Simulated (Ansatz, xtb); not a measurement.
# Two isomers of C2H9BS

Structure a: `C[BH-](C)[SH2+]`, a singlet. Structure b: `C[BH2-][SH+]C`, a singlet. Both are isolated molecules in the gas phase, relaxed with PBE0-D3(BJ)/def2-SVP; the shapes shown needn't be the lowest conformers.

a (Å):

| atom | x (Å) | y (Å) | z (Å) |
| --- | --- | --- | --- |
| C | -2.4351 | -0.3568 | 0.8817 |
| C | -0.0187 | -1.4577 | 1.5644 |
| B | -1.4521 | -1.6240 | 0.8713 |
| S | -1.0916 | -1.9155 | -1.1959 |
| H | -2.7541 | -0.1959 | 1.9266 |
| H | -1.9519 | 0.5830 | 0.5604 |
| H | -3.3581 | -0.4871 | 0.2934 |
| H | -2.0037 | -2.7064 | 1.0471 |
| H | -0.1775 | -1.3515 | 2.6525 |
| H | 0.6547 | -2.3217 | 1.4350 |
| H | 0.5223 | -0.5501 | 1.2420 |
| H | -0.0850 | -2.8174 | -1.1567 |
| H | -0.2499 | -0.8945 | -1.4852 |

b (Å):

```xyz
13

C    -1.8284    0.4557   -0.4119
C     0.6499   -1.3330    1.0786
B    -2.1982   -1.0259    0.0752
S    -1.0591   -1.5869    1.6077
H    -2.5175    0.7329   -1.2278
H    -1.9552    1.2226    0.3727
H    -0.8114    0.5613   -0.8272
H    -1.9403   -1.9434   -0.6968
H    -3.2972   -1.1690    0.5964
H    -1.1391   -0.5228    2.4429
H     1.3338   -1.4972    1.9210
H     0.8362   -2.0854    0.3010
H     0.7793   -0.3312    0.6512
```

Energies in hartree; the thermal terms are from PBE0-D3(BJ)/def2-SVP harmonic frequencies (ideal gas, rigid rotor, one conformer each, 298.15 K, 1 atm) and include the zero-point energy:

|  | a | b |
| --- | --- | --- |
| E, CCSD(T)/def2-SVP | −503.603012 | −503.590482 |
| E, MP2/def2-SVP | −503.519635 | −503.507211 |
| E, MP2/def2-TZVPP | −503.905161 | −503.896936 |
| zero-point energy | 0.105025 | 0.106869 |
| H(298 K) − E | 0.113325 | 0.114758 |
| G(298 K) − E | 0.074946 | 0.076813 |

Question: Correct the CCSD(T) difference for the basis set by the MP2 change, then work out ΔE, ΔE₀, ΔH and ΔG for a → b in kcal/mol (1 Eh = 627.51 kcal/mol) and the equilibrium ratio [b]/[a].

Answer: 1. Differences b − a: CCSD(T) +0.012530, MP2 in the small set +0.012424, MP2 in the large set +0.008225 Eh.
2. ΔE = +0.012530 + (+0.008225 − (+0.012424)) = +0.008331 Eh = +5.23 kcal/mol.
3. ΔE₀ = ΔE + ΔZPE = +0.008331 + (+0.001844) Eh = +6.38 kcal/mol.
4. ΔH = ΔE + (+0.001433) Eh = +6.13 kcal/mol.
5. ΔG = ΔE + (+0.001867) Eh = +6.40 kcal/mol, so ΔS = (ΔH − ΔG)/T = −3.8 J/(mol K).
6. kT = 0.9442 mEh, so K = [b]/[a] = exp(−ΔG/kT) = exp(−10.80) ≈ 2.0 × 10^−5.

Structure a is favoured at this temperature. An error of 1 kcal/mol in ΔG would change K by a factor of 5.4. GFN2-xTB, HF/STO-3G gave ΔE the other sign. Mirror images and further conformers aren't counted.

As drawn, b has 1 C–S, 1 B–H in place of 1 C–B, 1 S–H.

Other levels gave ΔE = −2.6 (GFN2-xTB); −0.6 (HF/STO-3G, GFN2-xTB geometries); +6.7 (r2SCAN-D4/def2-SVP, GFN2-xTB geometries); +6.0 (PBE0-D3(BJ)/def2-SVP); +8.2 (HF/def2-SVP); +7.8 (MP2/def2-SVP); +7.9 (CCSD(T)/def2-SVP) kcal/mol. The correlated steps freeze 8 core orbitals. Programs: Ansatz 0.2.0, xtb 6.7.1.
